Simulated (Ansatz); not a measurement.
Stepwise reaction of `C#C[Si](Cl)(Cl)Cl` with hydrogen fluoride, as a gas-phase model of exchange steps in deposition or etching. ΔE in kJ/mol; ΔG adds harmonic PBE0-D4 terms to CCSD(T)/CBS, at 1 bar.

Gas-phase electronic energies from Ansatz, PBE0-D4/def2-TZVP geometries. CCSD(T)/CBS is the MP2 limit (def2-TZVPP, def2-QZVPP) plus CCSD(T) − MP2 in def2-TZVPP, frozen cores. This one scheme is used for every species. Functionals use def2-TZVPP. B3LYP here is the variant with VWN-RPA as its local correlation; programs differ in this.

| step | reaction | PBE-D4 | B3LYP-D4 | ωB97M-V | CCSD(T)/CBS | ΔG(500 K) |
| --- | --- | --- | --- | --- | --- | --- |
| 1 | `C#C[Si](Cl)(Cl)Cl` + H–F → `C#C[Si](F)(Cl)Cl` + HCl | -41.2 | -51.1 | -50.4 | -47.0 | -56.6 |
| 3 | `C#C[Si](F)(F)Cl` + H–F → `C#C[Si](F)(F)F` + HCl | -44.7 | -55.2 | -54.1 | -53.5 | -53.6 |

Q: Give the row of step 2, `C#C[Si](F)(Cl)Cl` + H–F → `C#C[Si](F)(F)Cl` + HCl. (Best estimate.)

A: The calculation gave: 
| step | reaction | PBE-D4 | B3LYP-D4 | ωB97M-V | CCSD(T)/CBS | ΔG(500 K) |
| --- | --- | --- | --- | --- | --- | --- |
| 2 | `C#C[Si](F)(Cl)Cl` + H–F → `C#C[Si](F)(F)Cl` + HCl | -43.1 | -53.3 | -52.4 | -50.4 | -55.3 |

Q: By hand: ΔE of the 3 steps together at CCSD(T)/CBS.

A: (-47.0) + (-50.4) + (-53.5) = -150.9 kJ/mol, or -50.3 kJ/mol a step.

In ΔE each step is lower than the one before. All are downhill at CCSD(T)/CBS. ΔG lies between -56.6 and -53.6 kJ/mol a step. PBE-D4 differs from CCSD(T)/CBS by 5.8 to 8.8 kJ/mol a step. Isolated molecules leave out the surface, adducts and barriers. Largest T1 diagnostic: 0.013.
